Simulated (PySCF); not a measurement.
Isomers of [C4H3O3S2]- (charge -1). Level of theory: PBE0-D3(BJ)/def2-SVP geometry optimisation, gas phase in PySCF. Energies are electronic, without zero-point or thermal terms, for one conformer each. No frequencies were run at this level. Point groups hold within 0.08 Å.

Question: Rank from lowest to highest electronic energy at this level (kcal/mol).
A. `c1csc(c1)S([O-])(=O)=O`
B. `O=S(=O)([O-])c1ccsc1`

Answer: B (0.0), A (0.4).

Neighbours under 5.0 kcal/mol apart (O=S(=O)([O-])c1ccsc1 and O=S(=O)([O-])c1cccs1) can change places with a better method, another conformer or zero-point energy.

| SMILES | E (Eh) | E rel (kcal/mol) | dipole about centre of mass (D) | point group | A, B, C (MHz) |
| --- | --- | --- | --- | --- | --- |
| O=S(=O)([O-])c1ccsc1 | -1175.06471 | 0.0 | 7.65 | – | 2978, 790.4, 710.9 |
| O=S(=O)([O-])c1cccs1 | -1175.06405 | 0.4 | 7.24 | Cs | 2644, 933.5, 796.6 |

Question: How do the relative energies change in single points at PBE0/pcSseg-1 (no added dispersion term) on the same geometries?

Answer: 
```csv
SMILES,PBE0-D3(BJ)/def2-SVP (kcal/mol),PBE0/pcSseg-1 (kcal/mol),shift
O=S(=O)([O-])c1ccsc1,0.0,0.0,0.0
O=S(=O)([O-])c1cccs1,0.4,0.6,+0.2
```

Each column counts from its own lowest isomer. The order is unchanged; the largest shift is 0.2 kcal/mol.

Question: As an exercise, what shares would exp(−E/RT) give at 500 K from these electronic energies alone (no entropy, no degeneracies)?

Answer: RT = 0.994 kcal/mol: O=S(=O)([O-])c1ccsc1 60.4 %, O=S(=O)([O-])c1cccs1 39.6 %.
